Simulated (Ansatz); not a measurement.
```yaml
crystal:
  periodic: [false, false, false]
  atoms:
    - {symbol: F, position_ang: [2.228561, 0.429094, 1.366219]}
    - {symbol: B, position_ang: [1.131095, 0.198557, 0.659120]}
    - {symbol: B, position_ang: [-0.546297, 0.571052, 0.924976]}
    - {symbol: Ge, position_ang: [-0.659165, -0.395507, -0.898339]}
    - {symbol: O, position_ang: [1.174427, -0.446938, -0.528808]}
    - {symbol: H, position_ang: [-1.279465, 1.089672, 1.701760]}
    - {symbol: H, position_ang: [-0.828178, 0.349690, -2.233332]}
    - {symbol: H, position_ang: [-1.128878, -1.852619, -1.047297]}
basis:
  gaussian: {orbitals: "6-31G*"}
magnetization: {spin_polarized: true, initial_magnetization: 1}
hamiltonian: {xc: {name: revPBE0}, dispersion: d3bjatm}
```

```sh
$ ansatz run in.yaml --threads 4 --pin off --events-out ev --progress --plain --max-ram 10444MiB
```

Output, abridged:

```
Error: a molecule whose nuclei and cores have a total charge of 62 cannot have a net charge of 0 together with 1 unpaired electrons
```

Task: What is wrong with this run?

Result: The number of unpaired electrons doesn't fit the electron count. The input was rejected before any iteration.
